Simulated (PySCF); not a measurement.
This PySCF input asks for the NMR shieldings of SMILES CC(C)OC[O+](C)[AlH3-], C$_{5}$H$_{15}$AlO$_{2}$; the geometry comes from GFN2-xTB.

```python
import basis_set_exchange as bse
import numpy as np
from pyscf import gto, dft
from pyscf.prop import nmr

atoms = """
C    -2.208057   -1.055999   -0.546653
C    -1.270337   -0.203993    0.302585
C    -2.005894    0.453178    1.462444
O    -0.697474    0.860113   -0.481210
C     0.401657    0.509873   -1.223916
O     1.553083    0.320145   -0.421774
C     2.050673    1.498683    0.183838
Al    2.208228   -1.313813    0.257276
H    -2.989801   -0.432796   -0.974670
H    -2.662320   -1.824274    0.071820
H    -1.667349   -1.543808   -1.353892
H    -0.450802   -0.833536    0.690784
H    -1.316122    1.043148    2.059491
H    -2.456594   -0.306488    2.093742
H    -2.783187    1.109178    1.079061
H     0.278285   -0.442481   -1.755179
H     0.579353    1.326554   -1.936018
H     1.251524    2.020672    0.713213
H     2.816369    1.175483    0.889286
H     2.491355    2.155369   -0.570807
H     3.721759   -1.038717   -0.082032
H     1.366922   -2.269454   -0.675942
H     1.783974   -1.180052    1.774506
"""
names = dict.fromkeys(["C", "O", "Al", "H"], "pcSseg-1")
basis = {el: gto.basis.parse(bse.get_basis(n, elements=[el], fmt="nwchem")) for el, n in names.items()}
mol = gto.M(atom=atoms, basis=basis, charge=0, verbose=0)
mf = dft.RKS(mol, xc="PBE0")
mf.grids.level = 2
mf.grids.alignment = dft.numint.BLKSIZE   # the property module wants whole blocks of grid points
mf.conv_tol = 1e-9
mf.kernel()

calc = nmr.RKS(mf)   # GIAO
C = mf.mo_coeff
Co = C[:, mf.mo_occ > 0]
resp = mf.gen_response(singlet=True, hermi=2)
def vind(x):   # induced exchange potential for any number of trial vectors
    d = np.einsum("pi,xij,qj->xpq", C, 2 * x.reshape(-1, C.shape[1], Co.shape[1]), Co, optimize=True)
    return np.einsum("xpq,pi,qj->xij", resp(d - d.transpose(0, 2, 1)), C, Co, optimize=True).ravel()
mo1, _ = nmr.rhf.solve_mo1(calc, with_cphf=vind)
sigma = calc.kernel(mo1)
for i, s in enumerate(sigma):   # ppm
    w = np.linalg.eigvalsh((s + s.T) / 2)
    print("%2d %-2s iso %8.1f  s11 %8.1f  s22 %8.1f  s33 %8.1f" % (i, mol.atom_pure_symbol(i), w.mean(), *w))
```

**Question.** What are the results?

**Answer.** 
```
 0 C  iso    166.2  s11    147.0  s22    163.6  s33    188.0
 1 C  iso    113.7  s11     80.5  s22    102.4  s33    158.2
 2 C  iso    161.9  s11    143.5  s22    155.8  s33    186.4
 3 O  iso    234.6  s11    190.9  s22    236.0  s33    276.8
 4 C  iso     90.7  s11     62.6  s22     91.7  s33    117.7
 5 O  iso    291.3  s11    242.6  s22    290.1  s33    341.1
 6 C  iso    130.6  s11     95.9  s22    113.0  s33    182.7
 7 Al iso    406.5  s11    381.9  s22    404.9  s33    432.7
 8 H  iso     30.8  s11     27.4  s22     28.5  s33     36.5
 9 H  iso     30.8  s11     26.7  s22     28.2  s33     37.4
10 H  iso     29.9  s11     25.0  s22     29.5  s33     35.4
11 H  iso     27.1  s11     23.1  s22     27.7  s33     30.7
12 H  iso     30.2  s11     25.6  s22     29.1  s33     36.0
13 H  iso     30.6  s11     26.6  s22     28.1  s33     37.2
14 H  iso     30.4  s11     27.3  s22     28.4  s33     35.6
15 H  iso     26.1  s11     21.8  s22     27.3  s33     29.1
16 H  iso     27.0  s11     21.7  s22     27.1  s33     32.1
17 H  iso     27.6  s11     22.6  s22     27.4  s33     32.7
18 H  iso     27.4  s11     22.9  s22     26.3  s33     33.1
19 H  iso     28.4  s11     24.3  s22     25.4  s33     35.5
20 H  iso     27.4  s11     23.6  s22     26.1  s33     32.4
21 H  iso     27.5  s11     24.0  s22     27.6  s33     30.9
22 H  iso     27.3  s11     24.4  s22     26.9  s33     30.8
```

These numbers come from an equivalent density-fitted implementation of the same equations, which agrees with the script to about 0.01 ppm for H and up to a few tenths of a ppm for heavy atoms, so last digits may differ.

Size and cost of the density-fitted run: 218 basis functions, 36 s wall time on 1 thread of an Arm Neoverse V2, shared host.
